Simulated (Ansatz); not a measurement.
C₂H₂ClNZn, SMILES `[Cl][Zn][N]1C=C1` at its PBE0-D4/def2-TZVP geometry, where that method's forces vanish. The species carries charge 0 and has multiplicity 1.

```
atom   x (Å)   y (Å)   z (Å)
 Cl1   2.649   2.467  -1.225
 Zn2   1.100   1.222  -0.515
  N3  -0.453   0.475   0.183
  C4  -1.019  -0.854  -0.224
  C5  -0.513  -0.819   0.939
  H6  -1.528  -1.289  -1.063
  H7  -0.237  -1.201   1.904
```

For each bond, give half the difference of the two atoms' forces along it (eV/Å; positive pushes the atoms apart) under PBE-D4, r2SCAN-D4, B3LYP-D4, ωB97M-V in def2-TZVPP. (Estimate.)

Computed: 
```json
{"bond": "Cl1–Zn2", "length (Å)": "2.111", "PBE-D4": "0.04", "r2SCAN-D4": "-0.06", "B3LYP-D4": "0.13", "ωB97M-V": "0.01"}
{"bond": "Zn2–N3", "length (Å)": "1.859", "PBE-D4": "0.03", "r2SCAN-D4": "-0.10", "B3LYP-D4": "-0.05", "ωB97M-V": "-0.26"}
{"bond": "N3–C4", "length (Å)": "1.500", "PBE-D4": "0.46", "r2SCAN-D4": "0.36", "B3LYP-D4": "0.30", "ωB97M-V": "0.37"}
{"bond": "N3–C5", "length (Å)": "1.500", "PBE-D4": "0.46", "r2SCAN-D4": "0.36", "B3LYP-D4": "0.30", "ωB97M-V": "0.37"}
{"bond": "C4–C5", "length (Å)": "1.269", "PBE-D4": "0.80", "r2SCAN-D4": "0.28", "B3LYP-D4": "0.16", "ωB97M-V": "0.03"}
{"bond": "C4–H6", "length (Å)": "1.074", "PBE-D4": "-0.28", "r2SCAN-D4": "-0.18", "B3LYP-D4": "-0.16", "ωB97M-V": "-0.12"}
{"bond": "C5–H7", "length (Å)": "1.074", "PBE-D4": "-0.28", "r2SCAN-D4": "-0.18", "B3LYP-D4": "-0.17", "ωB97M-V": "-0.12"}
```

B3LYP here is the variant with VWN-RPA as its local correlation; programs differ in this.
